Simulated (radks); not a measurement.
Values are calculated unless marked as measured or tabulated.
Spherical quantum dot in the effective-mass picture: electrons in a hard-walled sphere of radius 8.01, with a point charge +1 (a donor) at the centre, all in effective atomic units (hartree* = m*/eps^2 hartree, bohr* = eps/m* bohr), one dielectric constant everywhere. Level of theory: non-relativistic Kohn-Sham, PBE, spin-polarised, spherical densities (a radial shooting solver with Libxc functionals). Levels are named by radial order and angular momentum (1s, 1p, 1d, 2s, ...), and open shells are averaged over m. Results are scaled to m* = 0.174 and eps = 12.2, for which hartree* = 31.81 meV and bohr* = 3.71 nm.

N = 2, configuration 1s2. This is the lowest configuration that the search found. Occupied and some empty levels:

| level | occupation | eigenvalue (meV) | <r> (nm) |
|---|---|---|---|
| 1s | 2 | 3.0390 | 8.512 |
| 1p | 0 | 8.3510 | 17.43 |
| 2s | 0 | 9.0569 | 16.24 |
| 1d | 0 | 11.634 | 19.31 |

Energy (meV): total -16.3985, kinetic 17.051, external -45.617, Hartree 26.578, exchange-correlation -14.411.

Electron density:

| r (nm) | n(r) (e/nm^3) |
|---|---|
| 1.15 | 0.003663 |
| 3.40 | 0.001177 |
| 5.66 | 0.0004341 |
| 7.91 | 0.0001815 |
| 10.2 | 0.00008375 |
| 12.4 | 0.00004142 |
| 14.7 | 0.00002132 |
| 16.9 | 0.00001114 |
| 19.2 | 5.730e-06 |
| 21.4 | 2.797e-06 |
| 23.7 | 1.207e-06 |
| 25.9 | 3.944e-07 |
| 28.2 | 5.456e-08 |
